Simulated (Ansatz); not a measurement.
CH6Cl2Si2 (`C[SiH2][SiH](Cl)Cl`), relaxed with RKS PBE-D4/def2-SVP in Ansatz 0.2.0 from a rough embedded geometry. The force threshold is 0.03 eV/Å; the program also tests the step.

Total charge 0; spin multiplicity 1.

Start:

```xyz
11

C    -0.847   -0.487   -1.416
Si    0.035   -0.894    0.140
Si    0.802    1.077    1.061
Cl   -0.735    2.346    1.552
Cl    1.817    0.730    2.830
H    -0.240    0.025   -2.132
H    -1.232   -1.416   -1.897
H    -1.740    0.149   -1.192
H     1.195   -1.767   -0.236
H    -0.812   -1.637    1.084
H     1.758    1.873    0.205
```

```
step  energy (eV)  largest force (eV/Å)  largest move (Å)
   1  -41904.6309                 1.983             0.000
   2  -41904.7469                 0.648             0.134
   3  -41904.7815                 0.273             0.055
   4  -41904.7857                 0.055             0.024
   5  -41904.7873                 0.046             0.022
   6  -41904.7895                 0.012             0.041
   7  -41904.7901                 0.009             0.034
```

End:

```xyz
11

C    -0.914   -0.490   -1.445
Si    0.102   -0.895    0.098
Si    0.865    1.092    1.086
Cl   -0.835    2.263    1.423
Cl    1.794    0.663    2.904
H    -0.279   -0.034   -2.230
H    -1.378   -1.407   -1.863
H    -1.720    0.227   -1.189
H     1.280   -1.779   -0.219
H    -0.738   -1.571    1.149
H     1.822    1.930    0.286
```

It took 12 s on 4 threads of an Arm Neoverse V1 on a shared host, with 0.17 GiB of host memory at the peak.
